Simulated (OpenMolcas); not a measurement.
**Pb III: from CASSCF to CASPT2**

| Quantity | Value |
| --- | --- |
| Program | OpenMolcas 26.06 |
| Basis | ANO-RCC-VTZP [8s7p5d3f2g] |
| Scalar Hamiltonian | DKH2, point nucleus |
| Active space | 2 electrons in 8 orbitals (6s 6p 7s 7p) |
| State averaging | 2S+1 = 3 even, 3 roots; 2S+1 = 1 even, 7 roots; 2S+1 = 3 odd, 3 roots; 2S+1 = 1 odd, 3 roots |
| Spin-orbit coupling | RASSI with atomic mean-field integrals over the reference wave functions, term energies averaged over their components |

Methods on the same reference wave functions:
A. CASSCF
B. SS-CASPT2, IPEA 0.25 Eh, imaginary shift 0.1 Eh (closed shells correlated: 5d)
C. MS-CASPT2, IPEA 0.25 Eh, imaginary shift 0.1 Eh (closed shells correlated: 5d)
D. XMS-CASPT2, IPEA 0.25 Eh, imaginary shift 0.1 Eh (closed shells correlated: 5d)

Energies in eV above 6s2 1S0, the measured ground level; measured values from Moore, Atomic Energy Levels, vol. III, NSRDS-NBS 35 (1971 reprint of NBS Circular 467, 1958).

| Level | A | B | C | D | Measured |
| --- | --- | --- | --- | --- | --- |
| 6s2 1S0 | 0.0000 | 0.0000 | 0.0000 | 0.0000 | 0.0000 |
| 6s 6p 3P* 0 | 6.9976 | 7.652 | 7.697 | 7.848 | 7.4883 |
| 6s 6p 3P* 1 | 7.5010 | 8.101 | 8.146 | 8.294 | 7.9835 |
| 6s 6p 3P* 2 | 8.8894 | 9.544 | 9.589 | 9.740 |  |
| 6s 6p 1P* 1 | 12.1404 | 11.437 | 11.483 | 11.592 | 11.8207 |
| 6p2 3P0 | 18.2323 | 18.817 | 18.860 | 19.000 |  |
| 6p2 3P1 | 18.8291 | 19.414 | 19.460 | 19.600 | 19.2710 |

Deviations, from unrounded energies. A percentage is the sum of absolute deviations over the sum of measured energies, with the sign that they share, or ± where signs differ.

| Against measurement | Levels | A | B | C | D |
| --- | --- | --- | --- | --- | --- |
| mean absolute deviation (cm-1) | 4 | 3500 | 1600 | 1800 | 2500 |
| other configurations (%) | 4 | ±3.7 | ±1.7 | ±1.9 | ±2.6 |

B lies closest to measurement on these levels and A furthest from it. The largest miss of B in the table is 6s 6p 1P* 1, by -3100 cm-1. The ranking rests on the paired levels alone, and a cruder setting can come out closer through cancelling errors.

Among B to D the level of the table that moves most is 6s 6p 3P* 0, by 1600 cm-1 (lowest in B, highest in D). Moves below CASPT2's spread within the term are not significant.

The lowest spin-free term lies below A's lowest term by 0.394 hartree in B, 0.396 hartree in C, 0.403 hartree in D.

CASPT2 breaks the degeneracy within a term, and the mean is taken; among the terms shown or strongly mixed into the levels shown the widest spread is 91 cm-1 (6p2 3P, D). Over all roots computed the reference weight is 0.85 to 0.93 in B, 0.85 to 0.93 in C, 0.79 to 0.93 in D; the roots of lowest weight are the least certain, and an intruder state may touch them. The run also gave levels led by 6s 7s, which use shells meant for correlation; these and all levels above them are left out. The ¹D term of p² mixes with s d, which this space lacks. Spin-orbit splittings of 6p shells tend to come out small when the coupling is added on scalar orbitals. Computed and measured levels are paired by configuration, term and J; levels that our copy of the source lacks, or whose pairing is in doubt (as where it misses far off the trend of its configuration), stay unpaired and out of the deviations. Levels of configurations outside the active space are missing. Levels that lie high or do not pair safely by name in every column are left out.

* marks odd parity.
